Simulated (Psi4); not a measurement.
C6H14, triplet, at the geometry of the source list (a higher spin typed on purpose: for a closed-shell molecule this is an excited state); MP2/aug-cc-pVDZ in Psi4 1.11.

Here is a job for Psi4.
```
memory 2 GB

molecule mol {
0 3
C     2.833400    0.850300   -0.342400
C     1.828800    0.001100    0.425600
C     0.444400    0.031600   -0.217600
C    -0.560100   -0.817000    0.558100
C    -1.933300   -0.902400   -0.108400
C    -2.666400    0.432100   -0.158600
H     2.936200    0.490800   -1.364100
H     2.509500    1.888300   -0.377900
H     3.810900    0.813300    0.133200
H     2.184400   -1.031300    0.468100
H     1.755600    0.366400    1.452900
H     0.098600    1.065800   -0.261400
H     0.515500   -0.340400   -1.242900
H    -0.674200   -0.409200    1.565700
H    -0.158800   -1.829300    0.657100
H    -1.817300   -1.290700   -1.123400
H    -2.543100   -1.617700    0.449600
H    -2.746700    0.860900    0.838000
H    -3.670900    0.296200   -0.553900
H    -2.146600    1.141200   -0.797500
}

set {
  basis aug-cc-pvdz
  reference uhf
  freeze_core true
}

energy('mp2')
print_variables()
```

Task: Write the output that Psi4 gives for this input, abridged.

Result: 
```
    SCF Algorithm Type (re)set to DF.

   => Loading Basis Set <=

    Name: AUG-CC-PVDZ
    Role: ORBITAL
    Keyword: BASIS

         ---------------------------------------------------------
                                   SCF
               by Justin Turney, Rob Parrish, Andy Simmonett
                          and Daniel G. A. Smith
                              UHF Reference
         ---------------------------------------------------------

  ==> Geometry <==

    Molecular point group: c1
    Full point group: C1

    Geometry (in Angstrom), charge = 0, multiplicity = 3:

       Center              X                  Y                   Z               Mass
    ------------   -----------------  -----------------  -----------------  -----------------
         C            2.840192330093     0.901910260606    -0.362405625084    12.000000000000
         C            1.835592330093     0.052710260606     0.405594374916    12.000000000000
         C            0.451192330093     0.083210260606    -0.237605625084    12.000000000000
         C           -0.553307669907    -0.765389739394     0.538094374916    12.000000000000
         C           -1.926507669907    -0.850789739394    -0.128405625084    12.000000000000
         C           -2.659607669907     0.483710260606    -0.178605625084    12.000000000000
         H            2.942992330093     0.542410260606    -1.384105625084     1.007825032230
         H            2.516292330093     1.939910260606    -0.397905625084     1.007825032230
         H            3.817692330093     0.864910260606     0.113194374916     1.007825032230
         H            2.191192330093    -0.979689739394     0.448094374916     1.007825032230
         H            1.762392330093     0.418010260606     1.432894374916     1.007825032230
         H            0.105392330093     1.117410260606    -0.281405625084     1.007825032230
         H            0.522292330093    -0.288789739394    -1.262905625084     1.007825032230
         H           -0.667407669907    -0.357589739394     1.545694374916     1.007825032230
         H           -0.152007669907    -1.777689739394     0.637094374916     1.007825032230
         H           -1.810507669907    -1.239089739394    -1.143405625084     1.007825032230
         H           -2.536307669907    -1.566089739394     0.429594374916     1.007825032230
         H           -2.739907669907     0.912510260606     0.817994374916     1.007825032230
         H           -3.664107669907     0.347810260606    -0.573905625084     1.007825032230
         H           -2.139807669907     1.192810260606    -0.817505625084     1.007825032230

  Running in c1 symmetry.

  Rotational constants: A =      0.29283  B =      0.04557  C =      0.04239 [cm^-1]
  Rotational constants: A =   8778.95069  B =   1366.19461  C =   1270.72157 [MHz]
  Nuclear repulsion =  248.724856614414364

  Charge       = 0
  Multiplicity = 3
  Electrons    = 50
  Nalpha       = 26
  Nbeta        = 24

  ==> Algorithm <==

  SCF Algorithm Type is DF.
  DIIS enabled.
  MOM disabled.
  Fractional occupation disabled.
  Guess Type is SAD.
  Energy threshold   = 1.00e-08
  Density threshold  = 1.00e-08
  Integral threshold = 1.00e-12

  ==> Primary Basis <==

  Basis Set: AUG-CC-PVDZ
    Blend: AUG-CC-PVDZ
    Number of shells: 124
    Number of basis functions: 264
    Number of Cartesian functions: 276
    Spherical Harmonics?: true
    Max angular momentum: 2

   => Loading Basis Set <=

    Name: (AUG-CC-PVDZ AUX)
    Role: JKFIT
    Keyword: DF_BASIS_SCF

  ==> Integral Setup <==

  SCF_SUBTYPE=INCORE selected. In-core MEM_DF algorithm will be used.
  Using in-core AOs.

  ==> MemDFJK: Density-Fitted J/K Matrices <==

    J tasked:                   Yes
    K tasked:                   Yes
    wK tasked:                   No
    Algorithm:                 Core
    Schwarz Cutoff:           1E-12
    Mask sparsity (%):       1.9542
    Fitting Condition:        1E-10

   => Auxiliary Basis Set <=

  Basis Set: (AUG-CC-PVDZ AUX)
    Blend: AUG-CC-PVDZ-JKFIT
    Number of shells: 336
    Number of basis functions: 964
    Number of Cartesian functions: 1096
    Spherical Harmonics?: true
    Max angular momentum: 3

  Minimum eigenvalue in the overlap matrix is 1.5873562836E-05.
  Reciprocal condition number of the overlap matrix is 8.6570434186E-07.
    Using symmetric orthogonalization.

  ==> Pre-Iterations <==

  SCF Guess: Superposition of Atomic Densities via on-the-fly atomic UHF (no occupation information).

   -------------------------
    Irrep   Nso     Nmo
   -------------------------
     A        264     264
   -------------------------
    Total     264     264
   -------------------------

  ==> Iterations <==

                           Total Energy        Delta E     RMS |[F,P]|

   @DF-UHF iter SAD:  -234.96759126769820   -2.34968e+02   0.00000e+00
   @DF-UHF iter   1:  -234.72966503915649    2.37926e-01   2.47547e-03 DIIS/ADIIS
   @DF-UHF iter   2:  -234.98727640224720   -2.57611e-01   1.15816e-03 DIIS/ADIIS
   @DF-UHF iter   3:  -235.04386021525170   -5.65838e-02   2.62681e-04 DIIS/ADIIS
   @DF-UHF iter   4:  -235.05261561125485   -8.75540e-03   1.27654e-04 DIIS/ADIIS
   @DF-UHF iter   5:  -235.05475146869890   -2.13586e-03   7.26248e-05 DIIS
   @DF-UHF iter   6:  -235.05690302083198   -2.15155e-03   5.62091e-05 DIIS
   @DF-UHF iter   7:  -235.05825933874223   -1.35632e-03   4.36511e-05 DIIS
   @DF-UHF iter   8:  -235.05939722947426   -1.13789e-03   3.94816e-05 DIIS
   @DF-UHF iter   9:  -235.06038515915270   -9.87930e-04   3.75746e-05 DIIS
   @DF-UHF iter  10:  -235.06087558821770   -4.90429e-04   3.80898e-05 DIIS
   @DF-UHF iter  11:  -235.06015965615205    7.15932e-04   3.66787e-05 DIIS
   @DF-UHF iter  12:  -235.05804179400360    2.11786e-03   3.58732e-05 DIIS
   @DF-UHF iter  13:  -235.05734293044725    6.98864e-04   3.52336e-05 DIIS
   @DF-UHF iter  14:  -235.05717568268452    1.67248e-04   3.21563e-05 DIIS
[...]
   @DF-UHF iter  59:  -235.05573566996185    6.13852e-10   1.16055e-07 DIIS
   @DF-UHF iter  60:  -235.05573566866656    1.29529e-09   1.15580e-07 DIIS
   @DF-UHF iter  61:  -235.05573566783437    8.32188e-10   1.14170e-07 DIIS
   @DF-UHF iter  62:  -235.05573566858894   -7.54568e-10   1.14238e-07 DIIS
   @DF-UHF iter  63:  -235.05573566929647   -7.07530e-10   1.13577e-07 DIIS
   @DF-UHF iter  64:  -235.05573567031644   -1.01997e-09   1.13789e-07 DIIS
   @DF-UHF iter  65:  -235.05573567191919   -1.60276e-09   1.16928e-07 DIIS
   @DF-UHF iter  66:  -235.05573566651003    5.40916e-09   1.06645e-07 DIIS
   @DF-UHF iter  67:  -235.05573566227324    4.23680e-09   9.68747e-08 DIIS
   @DF-UHF iter  68:  -235.05573565752314    4.75009e-09   6.16599e-08 DIIS
   @DF-UHF iter  69:  -235.05573565536079    2.16235e-09   4.32525e-08 DIIS
   @DF-UHF iter  70:  -235.05573565460654    7.54255e-10   2.53780e-08 DIIS
   @DF-UHF iter  71:  -235.05573565505921   -4.52673e-10   1.99040e-08 DIIS
   @DF-UHF iter  72:  -235.05573565527661   -2.17398e-10   1.57944e-08 DIIS
   @DF-UHF iter  73:  -235.05573565538856   -1.11953e-10   1.42772e-08 DIIS
   @DF-UHF iter  74:  -235.05573565540774   -1.91847e-11   1.23158e-08 DIIS
   @DF-UHF iter  75:  -235.05573565545933   -5.15854e-11   1.20628e-08 DIIS
   @DF-UHF iter  76:  -235.05573565550861   -4.92832e-11   1.23347e-08 DIIS
   @DF-UHF iter  77:  -235.05573565541590    9.27116e-11   1.13190e-08 DIIS
   @DF-UHF iter  78:  -235.05573565536318    5.27223e-11   1.03335e-08 DIIS
   @DF-UHF iter  79:  -235.05573565536145    1.73372e-12   9.52841e-09 DIIS
  Energy and wave function converged.

  ==> Post-Iterations <==

   @Spin Contamination Metric:   1.597061371E-02
   @S^2 Expected:                2.000000000E+00
   @S^2 Observed:                2.015970614E+00
   @S   Expected:                1.000000000E+00
   @S   Observed:                1.000000000E+00

    Orbital Energies [Eh]
    ---------------------

    Alpha Occupied:

[...]
    Alpha Virtual:

[...]
     264A      3.534958

    Beta Occupied:

[...]
    Beta Virtual:

[...]
    Final Occupation by Irrep:
              A
    DOCC [    24 ]
    SOCC [     2 ]
    NA   [    26 ]
    NB   [    24 ]

  @DF-UHF Final Energy:  -235.05573565536145

   => Energetics <=

    Nuclear Repulsion Energy =            248.7248566144143638
    One-Electron Energy =                -805.3195077025538922
    Two-Electron Energy =                 321.5389154327780261
    Total Energy =                       -235.0557356553614454

  UHF NO Occupations:
  HONO-2 :   24  A 1.9961391
  HONO-1 :   25  A 1.0000000
  HONO-0 :   26  A 1.0000000
  LUNO+0 :   27  A 0.0038609
  LUNO+1 :   28  A 0.0020231
  LUNO+2 :   29  A 0.0014438
  LUNO+3 :   30  A 0.0002829

Computation Completed

Properties will be evaluated at   0.000000,   0.000000,   0.000000 [a0]

Properties computed using the SCF density matrix

 Multipole Moments:

 ------------------------------------------------------------------------------------
     Multipole            Electronic (a.u.)      Nuclear  (a.u.)        Total (a.u.)
 ------------------------------------------------------------------------------------

 L = 1.  Multiply by 2.5417464519 to convert [e a0] to [Debye]
 Dipole X            :         -1.6257614            0.1389261           -1.4868354
 Dipole Y            :          0.5436565            1.0563815            1.6000380
 Dipole Z            :          1.5631239           -0.4092793            1.1538446
 Magnitude           :                                                    2.4702547

 ------------------------------------------------------------------------------------

  //>>>>>>>>>>>>>>>>>>>>>>>>>>>>>>>>>>>//
  //               DFMP2               //
  //<<<<<<<<<<<<<<<<<<<<<<<<<<<<<<<<<<<//

   => Loading Basis Set <=

    Name: (AUG-CC-PVDZ AUX)
    Role: RIFIT
    Keyword: DF_BASIS_MP2

	 --------------------------------------------------------
	                          DF-MP2
	      2nd-Order Density-Fitted Moller-Plesset Theory

	        Rob Parrish, Justin Turney, Andy Simmonett,
	           Ed Hohenstein, and C. David Sherrill
	 --------------------------------------------------------

	 --------------------------------------------------------
	                 NBF =   264, NAUX =   754
	 --------------------------------------------------------
	   CLASS    FOCC     OCC    AOCC    AVIR     VIR    FVIR
	   ALPHA       6      26      20     238     238       0
	    BETA       6      24      18     240     240       0
	 --------------------------------------------------------

	-----------------------------------------------------------
	 ==================> DF-MP2 Energies <====================
	-----------------------------------------------------------
	 Reference Energy          =    -235.0557356553614454 [Eh]
	 Singles Energy            =      -0.0000000000000000 [Eh]
	 Same-Spin Energy          =      -0.2181840988132238 [Eh]
	 Opposite-Spin Energy      =      -0.7018864058113140 [Eh]
	 Correlation Energy        =      -0.9200705046245378 [Eh]
	 Total Energy              =    -235.9758061599859786 [Eh]
	-----------------------------------------------------------
	 ================> DF-SCS-MP2 Energies <==================
	-----------------------------------------------------------
	 SCS Same-Spin Scale       =       0.3333333333333333 [-]
	 SCS Opposite-Spin Scale   =       1.2000000000000000 [-]
	 SCS Same-Spin Energy      =      -0.0727280329377413 [Eh]
	 SCS Opposite-Spin Energy  =      -0.8422636869735768 [Eh]
	 SCS Correlation Energy    =      -0.9149917199113180 [Eh]
	 SCS Total Energy          =    -235.9707273752727588 [Eh]
	-----------------------------------------------------------

  Variable Map:
  ----------------------------------------------------------------------------
[...]
  Array Variable Map:
  ----------------------------------------------------------------------------
[...]
[...]
```
